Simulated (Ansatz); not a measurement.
C$_{2}$H$_{7}$GeN, SMILES `C=C[NH][GeH3]`, relaxed with RKS PBE0-D4/def2-TZVP in the Gaussian-basis code of Ansatz from a PBE-D4/def2-SVP geometry. The force threshold is 0.005 eV/Å; the program also tests the step.

The species carries charge 0 and has multiplicity 1.

Start:

```xyz
11

C    -1.189    1.446    1.208
C    -0.774    0.386    0.473
N     0.472    0.212   -0.110
Ge    1.039   -1.285   -1.046
H    -0.531    2.305    1.418
H    -2.209    1.469    1.611
H    -1.472   -0.451    0.288
H     1.133    0.978    0.043
H     2.224   -1.975   -0.313
H     1.502   -0.871   -2.470
H    -0.194   -2.215   -1.103
```

Problem. By how much does the energy fall, and how many steps does the optimiser take? (An estimate is asked.)

Solution. The calculation gave: 5.67 kJ/mol, in 22 steps, 4 of them rejected.

Problem. Which bonds change most? (An estimate is asked.)

Solution. Computed: C1–C2 from 1.354 to 1.334 Å; Ge4–H10 from 1.554 to 1.534 Å; C1–H5 from 1.102 to 1.085 Å; C1–H6 from 1.098 to 1.081 Å.

Problem. Give the relaxed structure. (Estimate.)

Solution. The calculation gave: 
```xyz
11

C    -1.097    1.383    1.279
C    -0.767    0.367    0.479
N     0.296    0.315   -0.397
Ge    1.005   -1.260   -1.032
H    -0.503    2.288    1.333
H    -1.988    1.327    1.888
H    -1.395   -0.522    0.461
H     0.899    1.123   -0.368
H     1.842   -2.000    0.033
H     1.892   -0.886   -2.227
H    -0.185   -2.135   -1.449
```
